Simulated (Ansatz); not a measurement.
`F[Si](Cl)(Br)Br` + `O[CH2][SnH2][OH]` → `O[Si](F)(Br)Br` + `O[CH2][SnH2][Cl]`  (redistribution)

Gas-phase electronic energies from Ansatz, PBE0-D4/def2-TZVP geometries. CBS: MP2 limit from def2 TZ/QZ plus the TZ coupled-cluster correction, frozen cores. DFT in def2-TZVPP. def2 core potentials past Kr. For Br, Sn outer-core shells are correlated without core-valence functions, which leaves a few kJ/mol of doubt a bond. Scalar relativity is left out up to krypton. Each species was taken in one conformer, which may not be the lowest.

```csv
level,ΔE (eV)
PBE,-0.90
MP2/def2-QZVPP,-0.94
```

(1) What does CCSD(T)/CBS give? (Estimate.)

Largest T1 diagnostic among the species: 0.012.

Results:

(1) Computed: -0.96 eV. The listed levels differ from it by 0.06, 0.02 eV.

From PBE to PBE0 (25 % exact exchange), in def2-TZVPP and without D4, ΔE moves by −0.08 eV. In def2-TZVPP, CCSD(T) changes the Hartree–Fock value by +0.22 eV (the triples alone add +0.03 eV) and MP2 by +0.24 eV.
